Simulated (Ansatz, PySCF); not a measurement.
Here is a job for Ansatz (a first-principles code).
Ansatz 0.2 input:
```yaml
crystal:
  periodic: [false, false, false]
  atoms:
    - {symbol: Ga, position_ang: [-0.72418449, 0.90851328, -0.00482251]}
    - {symbol: C, position_ang: [-0.41097577, 1.78893551, -1.94346042]}
    - {symbol: H, position_ang: [-1.06187487, 2.63705313, -2.17295222]}
    - {symbol: H, position_ang: [-0.56804506, 1.02852179, -2.71721256]}
    - {symbol: H, position_ang: [0.62662385, 2.13235479, -2.02592682]}
    - {symbol: As, position_ang: [0.79571998, -1.25018914, 0.54381712]}
    - {symbol: H, position_ang: [0.01895386, -1.76412454, -0.65073004]}
    - {symbol: H, position_ang: [-0.35884357, -1.67508798, 1.43111729]}
basis:
  gaussian:
    orbitals: cc-pVDZ
hamiltonian:
  xc: {name: BHLYP}
magnetization: {spin_polarized: true, initial_magnetization: 1}
accuracy: high
```

### Question
Give the equivalent PySCF input.

### Answer
This is not unique; one that fits is 
```python
from pyscf import gto, scf, dft

mol = gto.Mole()
mol.atom = '''
    Ga   -0.724184    0.908513   -0.004823
    C    -0.410976    1.788936   -1.943460
    H    -1.061875    2.637053   -2.172952
    H    -0.568045    1.028522   -2.717213
    H     0.626624    2.132355   -2.025927
    As    0.795720   -1.250189    0.543817
    H     0.018954   -1.764125   -0.650730
    H    -0.358844   -1.675088    1.431117
'''
mol.basis = 'cc-pvdz'
mol.charge = 0
mol.spin = 1
mol.verbose = 4
mol.build()

mf = dft.UKS(mol)
mf.xc = 'bhandhlyp'
mf.grids.atom_grid = (99, 590)
mf.grids.prune = None
mf.kernel()
```

Both were run: Ansatz gave -4201.677322 Eh and PySCF -4201.677321 Eh, 0.001 mEh apart.
